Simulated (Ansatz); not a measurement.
`C[O][GeH2][SeH]` + HI → `C[O][GeH2][I]` + H₂Se  (ligand exchange at a Ge–Se bond)

Calculated with Ansatz (gas phase, PBE0-D4/def2-TZVP geometries, no zero-point term in ΔE). CCSD(T)/CBS adds triple-zeta CCSD(T) − MP2 to the extrapolated MP2 energy (def2 sets, frozen cores). Functionals use def2-TZVPP. B3LYP here is the variant with VWN-RPA as its local correlation; programs differ in this. def2 core potentials past Kr. For Ge, I, Se outer-core shells are correlated without core-valence functions, which leaves a few kJ/mol of doubt a bond. Scalar relativity is left out up to krypton. One conformer a species, not always the lowest.

`C[O][GeH2][SeH]`:

Z-matrix (Å, degrees):
```
C
O 1 1.409
H 1 1.092 2 107.8
H 1 1.097 2 111.9 3 119.2
H 1 1.098 2 112.0 3 -119.0
Ge 2 1.774 1 119.0 3 -179.2
Se 6 2.353 2 111.2 1 59.4
H 6 1.539 2 109.9 1 -56.5
H 6 1.530 2 104.1 1 -179.8
H 7 1.469 6 92.4 2 69.7
```

HI:

Z-matrix (Å, degrees):
```
I
H 1 1.610
```

`C[O][GeH2][I]`:

```xyz
9

C    -0.389    1.201   -0.713
O    -0.758    0.242    0.253
Ge    0.404   -1.055    0.588
I    -0.676   -2.459    2.342
H     0.519    1.748   -0.429
H    -0.229    0.752   -1.703
H    -1.207    1.920   -0.795
H     0.627   -1.895   -0.681
H     1.709   -0.454    1.138
```

H₂Se:

Z-matrix (Å, degrees):
```
Se
H 1 1.467
H 1 1.467 2 91.2
```

Q: Is it downhill or uphill in electronic energy at CCSD(T)/CBS, and by how much? (Best estimate.)

A: Computed: Downhill: ΔE = -0.16 eV.

Q: What do these levels give: r2SCAN-D4, ωB97X-V, B3LYP, CCSD/def2-TZVPP, CCSD(T)/def2-TZVPP, MP2/CBS(def2)? (Estimate.)

A: The calculation gave: r2SCAN-D4 -0.13, ωB97X-V -0.15, B3LYP -0.15, CCSD/def2-TZVPP -0.12, CCSD(T)/def2-TZVPP -0.11, MP2/CBS(def2) -0.19 eV.

Largest T1 diagnostic among the species: 0.011.

In def2-TZVPP, CCSD(T) changes the Hartree–Fock value by +0.12 eV (the triples alone add +0.01 eV) and MP2 by +0.09 eV.
